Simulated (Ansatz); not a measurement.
Computed with Ansatz on PBE0-D4/def2-TZVP structures; ΔE is electronic, products minus reactants. CCSD(T)/CBS adds triple-zeta CCSD(T) − MP2 to the extrapolated MP2 energy (def2 sets, frozen cores). Functionals use def2-TZVPP. B3LYP here is the variant with VWN-RPA as its local correlation; programs differ in this. HSE06 is defined as in plane-wave codes. Each species was taken in one conformer, which may not be the lowest.

Consider the substitution at a C–O bond: `CBOC` + `CNC=O` → `CN(C)C=O` + `CBO`.

```csv
level,ΔE (kcal/mol),difference from CCSD(T)/CBS
PBE-D4,-7.7,0.2
r2SCAN-D4,-7.7,0.2
HSE06-D4,-7.8,0.1
CAM-B3LYP-D4,-6.8,1.1
PBE-QIDH,-8.3,-0.4
PBE,-7.2,0.7
B3LYP,-6.0,1.9
RPA@PBE/def2-TZVPP,-7.4,0.5
CCSD/def2-SVP,-8.2,-0.3
CCSD(T)/def2-SVP,-8.5,-0.6
CCSD(T)/CBS,-7.9,0
```

Largest T1 diagnostic among the species: 0.015.

The D4 term adds −0.8 kcal/mol with B3LYP and −0.5 kcal/mol with PBE0; it sums over pairs of atoms, weighted by their polarisabilities, and B3LYP, whose exchange is more repulsive, gets the larger term. In def2-TZVPP, CCSD(T) changes the Hartree–Fock value by −3.1 kcal/mol (the triples alone add −0.4 kcal/mol) and MP2 by −4.3 kcal/mol. Leaving LDA and LC-ωPBE aside and taking each functional with its dispersion term where it has one, the values, not all of them listed here, spread over 1.6 kcal/mol, from PBE-QIDH to BHLYP-D4. LDA lies −1.7 kcal/mol from PBE without D4.
